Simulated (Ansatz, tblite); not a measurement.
Cost and result up the ladder for SiB7 (8 atoms). The state is a doublet with charge 0. Geometry: PBE-D4/def2-SVP.

Cartesian coordinates in Å:
```
B 1.305 1.023 -0.602
B -0.315 -1.109 -1.335
B -0.052 0.441 1.793
B -1.115 -1.441 -0.020
B -0.965 -0.759 1.380
B 0.942 1.266 0.911
B -0.145 0.101 0.026
Si 0.345 0.478 -2.152
```

Ansatz on 4 threads of Arm Neoverse V1 on a shared host; xTB runs through tblite on one thread. Times are rough, summed over both states, and most runs start from the orbitals of an earlier one. PBE0-D4/def2-TZVP serves as the yardstick here, not as an exact answer. The other state is a triplet.

The xTB rows come from tblite. The structure comes from a short search, and lower isomers may exist.

Raw xTB energies of ions are shifted by several eV, and xTB has no spin-polarisation term.

```csv
level,functions,wall time,vertical IE (eV),difference from PBE0-D4/def2-TZVP (eV)
GFN1-xTB,37,0.012 s,12.06,3.74
GFN2-xTB,37,0.021 s,9.64,1.32
PBE-D4/def2-TZVP,254,12 s,8.37,0.05
PBE0-D4/def2-TZVP (with forces),254,23 s,8.32,0.00
BHLYP-D4/def2-TZVP,254,33 s,8.08,-0.25
```
